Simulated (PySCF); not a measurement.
## Fractional electron number in Pt²⁺ (platinum, charge +2)

The 5d beta orbital of [Xe] 4f14 5d8 is emptied in steps (occupation f), with all orbitals relaxed, ending at [Xe] 4f14 5d7. Computed with PySCF 2.14 in def2-TZVPPD with the def2 core potential (60 electrons), with scalar relativity through the core potential. The exact energy is a straight line in f; departures are measured from the line between the end points of the same method.

| f | M06-2X (eV) |
| --- | --- |
| 1 | 0.000 |
| 0.75 | -0.501 |
| 0.5 | -0.685 |
| 0.25 | -0.539 |
| 0 | 0.000 |

```tsv
method	E(f=0) − E(f=1) (eV)	−ε at f=1 (eV)	−ε at f=0.5 (eV)
M06-2X	31.464	28.836	31.376
```

Orbital energy along the path (eV):

```tsv
f	M06-2X
1	-28.836
0.75	-30.088
0.5	-31.376
0.25	-32.750
0	-34.576
```

Reference removal energy between the ground levels: 29 ± 1.6 eV (theoretical estimate listed by NIST; NIST Atomic Spectra Database, ionization energies). The calculation has no spin-orbit coupling. The determinant left behind need not be the lowest term of the ion.
